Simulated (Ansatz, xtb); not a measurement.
# Two conformers of AlFH4SiSn

We compare I, `[F][AlH][Sn][SiH3]`, a singlet, with II, `[F][AlH][Sn][SiH3]`, a singlet. Both are isolated molecules in the gas phase, relaxed with BLYP-D3(BJ)/def2-SVP.

I (Å):

```xyz
8

Al    2.1747   -1.1629    0.9848
F     3.7756   -1.7075    0.8804
Si    0.3188   -3.3174   -0.9980
Sn    0.2794   -3.0347    1.6968
H     1.9651    0.3816    0.6023
H     1.4022   -4.3452   -1.2228
H     0.6940   -2.1118   -1.8256
H    -0.9591   -3.8634   -1.5750
```

II (Å):

```xyz
8

Al    1.3127   -1.3140    1.0007
F     1.3079   -0.7653    2.6045
Si   -1.1168    0.3307   -0.8650
Sn   -1.1403   -2.1976    0.1045
H     2.7264   -1.1814    0.2539
H    -0.4432    0.1559   -2.2075
H    -2.4806    0.9148   -1.1128
H    -0.3151    1.3729   -0.1248
```

Estimate E(II) − E(I) at the level CCSD(T)/def2-SVP + ΔMP2/def2-TZVPP.

Too close to call at this level: CCSD(T)/def2-SVP + ΔMP2/def2-TZVPP gives E(II) − E(I) = +0.001 eV.

Level by level:

| level | geometry | E(II) − E(I) (eV) | departure from the last row (eV) | job, with rough time for the two |
| --- | --- | --- | --- | --- |
| BLYP-D3(BJ)/def2-SVP | BLYP-D3(BJ)/def2-SVP | −0.001 | −0.001 | optimisation, 68 s |
| HF/def2-SVP | BLYP-D3(BJ)/def2-SVP | −0.004 | −0.005 | part of the CCSD(T) run |
| MP2/def2-SVP | BLYP-D3(BJ)/def2-SVP | −0.002 | −0.002 | part of the CCSD(T) run |
| CCSD(T)/def2-SVP | BLYP-D3(BJ)/def2-SVP | −0.002 | −0.003 | single point |
| CCSD(T)/def2-SVP + ΔMP2/def2-TZVPP | BLYP-D3(BJ)/def2-SVP | +0.001 |  | single point, 29 s |

The largest departure from CCSD(T)/def2-SVP + ΔMP2/def2-TZVPP is that of HF/def2-SVP, 0.005 eV. Levels run at GFN2-xTB geometries aren't shown. The last row adds to CCSD(T) the change of the MP2 difference between the two basis sets, here +0.003 eV.

With harmonic frequencies from BLYP-D3(BJ)/def2-SVP (ideal gas, rigid rotor, one conformer each, 1000 K, 1 atm): on the last row, ΔE + ΔZPE = 0.000 eV. A mode under 50 cm⁻¹ makes harmonic enthalpies and free energies unreliable, so none is given.

The correlated steps freeze 15 core orbitals; the filled d shell of Sn is correlated, in a basis made for valence electrons. Atoms past krypton carry core potentials in the def2 sets and no spin–orbit term is included. Programs: Ansatz 0.2.0; the last row on 1 thread of Intel(R) Xeon(R) 6975P-C (Granite Rapids) on a shared host.
